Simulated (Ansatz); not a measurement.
Two members of one family (Oligo(p-phenylene)), computed with Ansatz in the gas phase. Binding counts from free atoms in the multiplicity of their measured ground term, without zero-point energy. Sets without diffuse functions give affinities that are too small. A dash marks a value that wasn't run or was left out as unsound. The structures are stationary points that may keep the symmetry of their start. Remarks come from the PBE and PBE0 runs and from stability tests at other levels; not every state was tested. A HOMO above zero means that the electron is unbound at that level and held by the basis, or that self-interaction error raises the level; the energy of removing that electron tells which.

First: c1ccc(-c2ccc(-c3ccc(-c4ccc(-c5ccc(-c6ccccc6)cc5)cc4)cc3)cc2)cc1 (singlet, charge 0, PBE-D4/def2-SVP geometry).

Cartesian coordinates in Å:
```
C 7.665 -9.541 0.947
C 7.038 -9.255 -0.277
C 6.164 -8.166 -0.385
C 5.893 -7.336 0.728
C 4.967 -6.183 0.614
C 5.177 -4.997 1.353
C 4.305 -3.910 1.244
C 3.177 -3.955 0.393
C 2.252 -2.804 0.278
C 1.993 -1.957 1.380
C 1.120 -0.872 1.273
C 0.462 -0.576 0.057
C -0.463 0.576 -0.057
C -1.259 0.989 1.035
C -2.134 2.075 0.926
C -2.253 2.804 -0.278
C -3.177 3.955 -0.392
C -4.406 3.983 0.308
C -5.279 5.069 0.199
C -4.967 6.183 -0.614
C -5.892 7.336 -0.728
C -7.294 7.149 -0.701
C -8.169 8.239 -0.809
C -7.664 9.542 -0.947
C -6.275 9.744 -0.978
C -5.400 8.654 -0.869
C -3.738 6.156 -1.312
C -2.866 5.069 -1.206
C -1.454 2.392 -1.369
C -0.583 1.305 -1.262
C 0.722 -1.421 -1.045
C 1.593 -2.508 -0.937
C 2.967 -5.143 -0.346
C 3.839 -6.229 -0.238
C 6.531 -7.639 1.953
C 7.407 -8.727 2.062
H 8.352 -10.397 1.032
H 7.241 -9.881 -1.160
H 5.701 -7.935 -1.357
H 6.065 -4.910 1.997
H 4.522 -2.988 1.806
H 2.474 -2.166 2.348
H 0.957 -0.225 2.149
H -1.206 0.435 1.985
H -2.726 2.377 1.804
H -4.690 3.126 0.937
H -6.219 5.063 0.771
H -7.702 6.131 -0.620
H -9.257 8.066 -0.794
H -8.352 10.397 -1.032
H -5.866 10.762 -1.076
H -4.312 8.829 -0.865
H -3.470 6.998 -1.969
H -1.910 5.091 -1.752
H -1.532 2.925 -2.330
H 0.034 1.023 -2.129
H 0.214 -1.234 -2.004
H 1.783 -3.135 -1.822
H 2.079 -5.230 -0.990
H 3.622 -7.151 -0.799
H 6.316 -7.024 2.841
H 7.885 -8.948 3.029
```

| level | HOMO (eV) | LUMO (eV) | gap (eV) | vertical IE (eV) | vertical EA (eV) | vertical triplet (eV) | binding per atom (eV) |
| --- | --- | --- | --- | --- | --- | --- | --- |
| PBE-D4/def2-SVP | -5.11 | -2.38 | 2.73 | 6.51 | 1.11 | 2.60 | 5.64 |
| r2SCAN-D4/def2-SVP | -5.28 | -2.35 | 2.93 | – | – | – | 5.46 |
| PBE0-D4/def2-SVP | -5.92 | -1.70 | 4.22 | 6.91 | 0.81 | 3.06 | 5.53 |

Remarks: HOMO above zero (-1 doublet).

Second: c1ccc(-c2ccc(-c3ccc(-c4ccc(-c5ccc(-c6ccc(-c7ccccc7)cc6)cc5)cc4)cc3)cc2)cc1 (singlet, charge 0, PBE-D4/def2-SVP geometry).

```xyz
72

C     1.633    8.251  -11.744
C     0.417    7.586  -11.510
C     0.259    6.786  -10.370
C     1.311    6.630   -9.438
C     1.143    5.784   -8.232
C     2.219    5.027   -7.712
C     2.061    4.227   -6.577
C     0.820    4.147   -5.903
C     0.653    3.302   -4.699
C     1.349    2.079   -4.558
C     1.189    1.281   -3.423
C     0.328    1.664   -2.368
C     0.161    0.818   -1.165
C     1.211   -0.002   -0.690
C     1.052   -0.802    0.445
C    -0.163   -0.820    1.166
C    -0.330   -1.665    2.370
C    -1.112   -1.234    3.466
C    -1.266   -2.031    4.604
C    -0.654   -3.301    4.699
C    -0.821   -4.147    5.902
C    -0.913   -3.576    7.192
C    -1.069   -4.375    8.329
C    -1.143   -5.783    8.232
C    -1.310   -6.630    9.437
C    -0.720   -7.914    9.513
C    -0.878   -8.714   10.652
C    -1.630   -8.250   11.744
C    -2.223   -6.979   11.686
C    -2.065   -6.179   10.546
C    -1.052   -6.353    6.941
C    -0.893   -5.556    5.805
C     0.126   -3.734    3.600
C     0.286   -2.934    2.466
C    -1.213    0.001    0.694
C    -1.055    0.798   -0.443
C    -0.366    2.888   -2.509
C    -0.209    3.686   -3.646
C    -0.255    4.906   -6.422
C    -0.097    5.703   -7.559
C     2.528    7.307   -9.689
C     2.688    8.108  -10.828
H     1.757    8.880  -12.639
H    -0.413    7.683  -12.227
H    -0.688    6.247  -10.212
H     3.195    5.052   -8.221
H     2.924    3.663   -6.192
H     1.999    1.730   -5.374
H     1.717    0.316   -3.369
H     2.186    0.017   -1.199
H     1.904   -1.400    0.805
H    -1.592   -0.243    3.432
H    -1.894   -1.670    5.433
H    -0.822   -2.486    7.309
H    -1.097   -3.898    9.320
H    -0.104   -8.276    8.676
H    -0.400   -9.707   10.690
H    -1.754   -8.879   12.639
H    -2.822   -6.608   12.531
H    -2.558   -5.195   10.500
H    -1.145   -7.444    6.823
H    -0.863   -6.031    4.813
H     0.631   -4.710    3.648
H     0.887   -3.309    1.623
H    -2.185   -0.016    1.209
H    -1.909    1.390   -0.804
H    -1.014    3.241   -1.694
H    -0.739    4.648   -3.704
H    -1.240    4.855   -5.933
H    -0.952    6.292   -7.926
H     3.354    7.225   -8.964
H     3.641    8.633  -10.996
```

**Question.** What does the change do? Estimate second minus first.

**Answer.** 
```json
{"level": "PBE-D4/def2-SVP", "Δ HOMO (eV)": "0.02", "Δ LUMO (eV)": "-0.05", "Δ gap (eV)": "-0.06", "Δ vertical IE (eV)": "-0.13", "Δ vertical EA (eV)": "0.15", "Δ vertical triplet (eV)": "-0.05", "Δ binding per atom (eV)": "0.02"}
{"level": "r2SCAN-D4/def2-SVP", "Δ HOMO (eV)": "0.02", "Δ LUMO (eV)": "-0.05", "Δ gap (eV)": "-0.07", "Δ vertical IE (eV)": "–", "Δ vertical EA (eV)": "–", "Δ vertical triplet (eV)": "–", "Δ binding per atom (eV)": "0.01"}
{"level": "PBE0-D4/def2-SVP", "Δ HOMO (eV)": "0.02", "Δ LUMO (eV)": "-0.05", "Δ gap (eV)": "-0.08", "Δ vertical IE (eV)": "-0.09", "Δ vertical EA (eV)": "0.12", "Δ vertical triplet (eV)": "-0.03", "Δ binding per atom (eV)": "0.01"}
```
